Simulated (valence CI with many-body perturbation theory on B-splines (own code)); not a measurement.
Values are calculated unless marked as measured or tabulated.
## Pb49+: what the settings do

Method: valence CI with perturbative core correlation (CI+MBPT): five valence electrons over a frozen Dirac-Fock core [Ar] 3d10, a basis of 6 s, 6 p, 5 d, 3 f, 1 g functions for each j, with the one-electron correlation potential Σ1 (screened to all orders), the two-electron term Σ2, the three-electron term Σ3, Breit, model QED; selected single and double excitations, second order for the rest (own B-spline code, finite nucleus).

The last digits are not significant, and no measured levels were compared; by estimate large intervals hold to a few tenths of a per cent, small ones and those within an open d or f shell to about a per cent. Among the levels kept, up to 390 cm⁻¹ of a level comes from second order outside the variational space, and about a tenth of that is noise between levels of different J, which matters for small intervals.

The reference run has the lowest level (4s^2 4p1/2^2 4p3/2) J=3/2 and an ionisation energy of 2736.53 eV. Its largest variational space holds 10000 state functions.

Levels are named by their leading jj configuration (3d3/2^4 stands for four electrons in 3d with j = 3/2), which in mixed levels can hold well under half, so a name can repeat and another be missing. Letters in brackets count levels of one name in rising energy.

Changed runs:
A. correlating orbitals by l 3 3 3 2 1 → 4 4 3 0 0
B. size limit of the variational space 10000 → 1500
C. three-electron term on → off
D. cutoff of virtual states (hartree) 13448 → 162 (bad on purpose)

Excitation energies of the reference run in cm⁻¹, and shifts in cm⁻¹:

```csv
Level,Reference,A,B,C,D
(4s^2 4p1/2 4p3/2^2) J=3/2,1277490,-328,+0.5,-216,-460
(4s^2 4p1/2 4p3/2^2) J=5/2,1328360,+231,+0.8,-61,-450
(4s^2 4p1/2 4p3/2^2) J=1/2,1392930,+470,+3.1,+132,-443
(4s^2 4p1/2^2 4d3/2) J=3/2,1475360,+883,-5.5,-291,+594
(4s^2 4p1/2^2 4d5/2) J=5/2,1817340,+1020,-5.6,-227,+389
(4s 4p1/2^2 4p3/2^2) J=5/2,2246190,-199,-1.4,-499,+322
(4s 4p1/2^2 4p3/2^2) J=1/2,2384250,+268,-6.8,-231,+355
(4s 4p1/2^2 4p3/2^2) J=3/2,2400270,+296,-13,-315,+386
(4s^2 4p3/2^3) J=3/2,2679740,+232,+2.7,-28,-893
(4s^2 4p1/2 4p3/2 4d3/2) J=5/2 [a],2744760,+466,-4.4,-572,+139
(4s^2 4p1/2 4p3/2 4d3/2) J=3/2 [a],2750570,+267,-2.5,-559,+148
(4s^2 4p1/2 4p3/2 4d3/2) J=1/2 [a],2751820,+162,-0.4,-589,+145
Ionisation energy (eV),2736.53,-0.17,+0.0014,+0.34,-0.36
```
